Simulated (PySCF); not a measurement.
Species: C₄H₁₁SSi (doublet state).
Numbering: `[CH3:1][SiH2:2][CH2:3][CH2:4][CH:5][SH:6]` (hydrogens: H7, H8, H9 on C1; H10, H11 on Si2; H12, H13 on C3; H14, H15 on C4; H16 on C5; H17 on S6)

Geometry (GFN2-xTB, Å), atoms numbered from 1 in this order:
```xyz
17
C4H11SSi angstrom
C      2.8290   -0.4895   -0.6628
Si     1.4813    0.5112    0.2204
C     -0.2313   -0.1546   -0.2825
C     -1.3855    0.6821    0.3023
C     -2.7104    0.1501   -0.0861
S     -3.3998   -1.2133    0.7116
H      3.8168   -0.1219   -0.4038
H      2.7270   -0.4251   -1.7425
H      2.7899   -1.5404   -0.3906
H      1.6304    0.3895    1.6779
H      1.5741    1.9284   -0.1554
H     -0.3493   -1.1887    0.0496
H     -0.3294   -0.1680   -1.3697
H     -1.2956    1.7084   -0.0628
H     -1.2921    0.7003    1.3924
H     -3.0471    0.2481   -1.1037
H     -2.8148   -1.0048    1.8957
```

The hyperfine couplings belong to this conformer and change with its torsions.

Method used: UKS B3LYP, pcH-1 on C H S Si, non-relativistic, mean-field spin-orbit, GIAO (PySCF). One conformer (not necessarily the lowest) at the GFN2-xTB geometry, without solvent, vibrations or thermal averaging. A GFN2-xTB geometry isn't a minimum of the functional, and hyperfine couplings can be far from their values at a DFT geometry. No stability test was run, so a lower SCF solution isn't excluded.

Q: Give the principal g shifts and their parts.

A: 
| Δg (ppt) | 1 | 2 | 3 |
| --- | --- | --- | --- |
| relativistic mass correction | -0.17 | -0.17 | -0.17 |
| gauge correction | 0.01 | 0.02 | 0.00 |
| orbital Zeeman/spin–orbit | -0.17 | 0.90 | 5.52 |
| total | -0.33 | 0.74 | 5.34 |

So g = 2.00199, 2.00306, 2.00766 and g_iso = 2.00424; the tensor is rhombic: the two nearest values differ by 19 % of g3 − g1. Axes: g2 points within 15° of the C5–S6 bond and g3 points within 9° of the S6–H17 bond.

Q: What effective moment and Curie constant follow for a powder?

A: With the mean of g² = 4.0170 and S(S+1) = 0.75: μ_eff = √(⟨g²⟩S(S+1)) = 1.736 μB and χT = 0.12505·⟨g²⟩·S(S+1) = 0.377 cm³ K/mol (cgs; spin-Hamiltonian part alone).

Q: Average each term over the three axes. Which is largest in size?

A: The orbital-Zeeman/spin–orbit term 2.08, the mass correction -0.17 and the gauge correction 0.01 ppt, for a total of 1.92 ppt. The orbital-Zeeman/spin–orbit term is the largest in size. The mass correction is the same along every axis, so the anisotropy comes from the other two: their spans along these axes are 0.02 (gauge) and 5.69 ppt (orbital Zeeman/spin–orbit).

Q: In a frozen sample, at which fields do the three g values resonate at 9.5, 34, 94 and 263 GHz (hyperfine left aside), and which band first spreads them over more than twice a line width of 0.5 mT?

A: 
```tsv
band	GHz	B(g3) mT	B(g2) mT	B(g1) mT	spread mT
X	9.5	338.08	338.86	339.04	0.96
Q	34.0	1209.98	1212.76	1213.40	3.43
W	94.0	3345.23	3352.91	3354.71	9.48
J	263.0	9359.52	9381.02	9386.04	26.53
```

The spread grows in proportion to the frequency. Q band is the first where it exceeds 1.0 mT.

Largest spin populations (Mulliken): C5 (+0.86) and S6 (+0.16). The angles at C5 add up to 353.7°, so it is slightly pyramidal.

The HOMO–LUMO gaps are 5.06 eV among the α and 6.12 eV among the β orbitals.

Hardware: an Arm Neoverse V1 with one thread (shared host). Cost: 86 s of wall time (with the writing of density and orbital grids), 1.0 GiB resident at most.
